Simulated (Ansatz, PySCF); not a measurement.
Here is a job for PySCF.
```python
from pyscf import gto, scf, dft

mol = gto.Mole()
mol.atom = '''
    C     0.050778    0.585589    0.011343
    O     0.065822   -0.594113   -0.013409
    H    -0.831242    1.239366    0.039217
'''
mol.basis = 'cc-pvdz'
mol.charge = 0
mol.spin = 1
mol.verbose = 4
mol.build()

mf = dft.UKS(mol)
mf.xc = 'r2scan'
mf.grids.atom_grid = (99, 590)
mf.grids.prune = None
mf.kernel()
```

Problem. Convert this to an input for Ansatz (a program for electronic structure).

Solution. This is not unique; one that fits is 
Ansatz 0.2 input:
```yaml
crystal:
  periodic: [false, false, false]
  atoms:
    - {symbol: C, position_ang: [0.05077793, 0.58558918, 0.01134278]}
    - {symbol: O, position_ang: [0.06582174, -0.59411259, -0.01340927]}
    - {symbol: H, position_ang: [-0.83124157, 1.23936563, 0.03921745]}
basis:
  gaussian:
    orbitals: cc-pVDZ
hamiltonian:
  xc: r2scan
magnetization: {spin_polarized: true, initial_magnetization: 1}
accuracy: high
```

Both were run: PySCF gave -113.799576 Eh and Ansatz -113.799578 Eh, 0.002 mEh apart.
